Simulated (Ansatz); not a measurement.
A run for Ansatz (a first-principles code): R-CCSD(T)/def2-TZVPP on GeH7NSi (SMILES N[SiH2][GeH3]). The run froze 20 orbitals, filled d shells among them.

Ansatz 0.2 input:
```yaml
crystal:
  periodic: [false, false, false]
  atoms:
    - {symbol: N, position_ang: [-1.60597900, 0.47197146, 0.67300812]}
    - {symbol: Si, position_ang: [-0.65598858, -0.50609675, -0.38548935]}
    - {symbol: Ge, position_ang: [1.64227022, 0.04709737, -0.05015620]}
    - {symbol: H, position_ang: [-2.56886236, 0.23637115, 0.85763838]}
    - {symbol: H, position_ang: [-1.46609533, 1.46948440, 0.70730496]}
    - {symbol: H, position_ang: [-0.95679110, -0.36104572, -1.83855884]}
    - {symbol: H, position_ang: [-0.91504410, -1.92223902, -0.03213252]}
    - {symbol: H, position_ang: [1.85260280, 1.57067836, -0.18026613]}
    - {symbol: H, position_ang: [2.13253139, -0.37137211, 1.34829340]}
    - {symbol: H, position_ang: [2.54135605, -0.63484916, -1.09964180]}
basis:
  gaussian:
    orbitals: def2-TZVPP
magnetization: {spin_polarized: false}
correlation: {method: ccsd_t, electrons: outside_noble_gas}
scf: {lower_state_search: off}
```

The log:

```
WARN ansatz: RAYON_NUM_THREADS=1 ignored (pool sized by the plan → 1); use --threads N
Functional definition: HF
these checks for a lower state are left out or cut short: stability, starts, cluster_reference, orbital_swaps, neighbouring_geometries, increment
integrals: 1.04 GiB planned
1279 factors; integrals over basis functions are off by at most 1.3e-3 eV
mean field: 0.72 GiB planned
mean field evaluation 1: about -65926.8862 eV, gradient 3.5e1 eV
mean field evaluation 2: about -65927.0197 eV, gradient 3.5e1 eV
mean field evaluation 4: about -65929.9341 eV, gradient 3.2e0 eV
mean field evaluation 8: about -65929.9819 eV, gradient 2.1e-1 eV
mean field -65929.98197511 eV, -2422.8821486383 hartree, gradient 2.8e-6 eV, S^2 0.000000; 0 other end points of the search recorded, 0 dependent functions left out
20 core orbitals not correlated
reference -65929.98197511 eV, -2422.8821486383 hartree; 10, 10 occupied and 189, 189 virtual orbitals, 1279 factors
second order -12.77477182 eV of doubles, -0.00000000 eV of singles
coupled cluster: 1.29 GiB planned
cycle   1  -13.66151207 eV  change   -8.9e-1 eV  update   8.2e-2
cycle   2  -14.08869565 eV  change   -4.3e-1 eV  update   2.6e-2
cycle   3  -14.13185309 eV  change   -4.3e-2 eV  update   9.2e-3
cycle   4  -14.12684227 eV  change    5.0e-3 eV  update   2.6e-3
cycle   5  -14.12670625 eV  change    1.4e-4 eV  update   9.3e-4
cycle   6  -14.12645449 eV  change    2.5e-4 eV  update   2.6e-4
cycle   7  -14.12637168 eV  change    8.3e-5 eV  update   7.8e-5
cycle   8  -14.12638756 eV  change   -1.6e-5 eV  update   3.3e-5
cycle   9  -14.12639076 eV  change   -3.2e-6 eV  update   1.3e-5
perturbative correction -0.47788790 eV, -0.0175620564 hartree
Total energy: -65944.58625377 eV, -2423.4188459799 hartree
Checks for a lower state left out: stability, starts, cluster_reference, orbital_swaps, neighbouring_geometries, increment
```

The run converged.

Cost: roughly 110 core-seconds.
